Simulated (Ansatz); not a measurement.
Mulliken charges of `N=[CH][Ga]([F])[F]` from PBE/def2-TZVPP in Ansatz (PBE0-D4/def2-TZVP geometry).

```csv
atom,x (Å),y (Å),z (Å),charge (e)
N1,-0.642,-0.058,1.647,-0.149
C2,0.352,0.163,0.901,-0.168
Ga3,0.264,-0.004,-1.063,0.659
F4,-1.281,-0.483,-1.728,-0.330
F5,1.498,0.252,-2.264,-0.317
H6,-1.480,-0.329,1.129,0.179
H7,1.289,0.458,1.379,0.127
```

Question: By hand: the dipole of these point charges (1 e Å = 4.8032 D).

Answer: Σ q r = (0.057, 0.057, 0.568) e Å, of length 0.574 e Å = 2.76 D.

Question: How does the dipole of the full density compare? (An estimate is asked.)

Answer: Computed: (0.112, 0.053, 0.309) e Å, 1.60 D; the point charges give 1.72 times that, at 14° from its direction.

Point charges leave out the atoms' own dipoles, such as those of lone pairs, and Mulliken's split depends on the basis, so the two needn't agree.
